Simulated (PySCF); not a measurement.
**A small calculation by hand: oscillator strength and radiative lifetime**

Al(F)2(SMe) (CH₃AlF₂S), SMILES C[S][Al]([F])[F].

Geometry optimised at B3LYP-D3(BJ)/def2-SVP. The structure was generated by enumeration; whether it is a known compound was not checked. One conformer was computed; it need not be the lowest.

TDA-PBE0/def2-SVPD (PySCF) puts the first singlet state with f over 0.02 at 5.19 eV (vertical), with the transition dipole (0.000, 0.000, 0.601) in atomic units.

Problem. Find the oscillator strength, the wavelength and the radiative lifetime that this transition would have in vacuum if emission retraced absorption.

Solution. 
|μ|² = 0.3612 au, so |μ| = 1.53 D. ΔE = 5.19/27.211 = 0.1907 hartree. f = (2/3) ΔE |μ|² = 0.046 (the program prints 0.046).
λ = 1239.84/5.19 = 239 nm; ν = 41860 cm⁻¹.
Einstein's coefficient A = 0.6670 ν² f s⁻¹ (ν in cm⁻¹) = 5.4e7 s⁻¹, so τ = 1/A = 19 ns. This state is S1. The figure is the radiative limit of this one transition; relaxation, internal conversion, crossing to triplets and a medium change what is measured.
